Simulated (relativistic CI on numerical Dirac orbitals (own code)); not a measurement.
Computed by Dirac-Coulomb-Breit CI, separate exchange-only KLI orbitals for each configuration, model QED (radiative potential, 1s self-energy scaled to tabulated hydrogen-like ionisation energies), unscaled Slater integrals (own radial code, finite nucleus).

The strongest absorption lines from the ground level of an ion, among the configurations computed and to levels below about 486 eV (vacuum wavelength in nm, gf): 4.6866 (0.2), 5.0289 (0.5), 5.0909 (0.92), 5.1137 (0.78), 5.2046 (0.75), 5.2779 (0.41), 5.3704 (0.2), 5.6421 (0.69).

Which ion is it?
A. I31+
B. Ag23+
C. I27+
D. I29+

D. I29+ has 24 electrons and the ground level 3s2 3p6 3d6 5D_4; the strongest line goes to 3s2 3p5 3d7 3F°_3. The pattern of lines fixes the number of electrons, and along that sequence the line energies rise steadily with the charge (about as its square where n changes within one kind of shell, about linearly where n is kept but much faster in heavy ions where fine structure, which grows about as Z⁴, sets the gap, and irregularly where shells cross), which fixes Z. Configurations outside the model, such as inner-shell arrays, can give stronger lines. At this charge energies of transitions that change n are usually good to better than 1 %, and those within a shell (Δn = 0) to a few per cent. Terms inside the open d or f shell come out 10 to 20 % too wide with unscaled integrals.

LS names give the leading component of a level, which can be under half, so a name can repeat, a term be missing and a line seem to break the LS rules.
